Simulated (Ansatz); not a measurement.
Job for Ansatz (a quantum-chemistry and plane-wave program): R-B3LYP/def2-TZVPP on CH5AlFN (SMILES [CH3][Al]([NH2])[F]), a point of a torsion scan.

Ansatz 0.2 input:
```yaml
crystal:
  periodic: [false, false, false]
  atoms:
    - {symbol: C, position_ang: [-1.50507843, -0.26050566, 0.12728283]}
    - {symbol: Al, position_ang: [0.27757787, 0.51678803, -0.26254913]}
    - {symbol: N, position_ang: [1.64689203, -0.32338834, -1.02044967]}
    - {symbol: F, position_ang: [0.55842609, 2.09889641, 0.14148962]}
    - {symbol: H, position_ang: [-1.99900107, -0.60860287, -0.78118511]}
    - {symbol: H, position_ang: [-1.43097831, -1.12298066, 0.79138149]}
    - {symbol: H, position_ang: [-2.16115625, 0.47173585, 0.60346107]}
    - {symbol: H, position_ang: [1.67669954, -1.28075128, -1.33819288]}
    - {symbol: H, position_ang: [2.54383817, 0.10870734, -1.20166544]}
basis:
  gaussian:
    orbitals: def2-TZVPP
hamiltonian:
  xc: {name: B3LYP}
scf: {lower_state_search: off}
```

Output:

```
WARN ansatz: RAYON_NUM_THREADS=1 ignored (pool sized by the plan → 1); use --threads N
Functional definition: B3LYP
these checks for a lower state are left out or cut short: stability, starts, cluster_reference, orbital_swaps, neighbouring_geometries, increment
integrals: 0.10 GiB planned
1079 factors; their error is unknown
mean field: 0.92 GiB planned
mean field evaluation 1: about -11913.1088 eV, gradient 9.3e1 eV
mean field evaluation 2: about -11890.4860 eV, gradient 1.3e2 eV
mean field evaluation 4: about -11929.1474 eV, gradient 9.8e0 eV
mean field evaluation 8: about -11929.3620 eV, gradient 1.7e-1 eV
mean field evaluation 16: about -11929.3747 eV, gradient 3.3e-5 eV
mean field -11929.37466968 eV, -438.3964330903 hartree, gradient 1.5e-6 eV, S^2 0.000000; 0 other end points of the search recorded, 0 dependent functions left out
reference -11929.37493138 eV, -438.3964427073 hartree; 20, 20 occupied and 185, 185 virtual orbitals, 1079 factors
Total energy: -11929.37493138 eV, -438.3964427073 hartree
Checks for a lower state left out: stability, starts, cluster_reference, orbital_swaps, neighbouring_geometries, increment
```

The run converged.

Cost: around 1.8 core-seconds (rough).
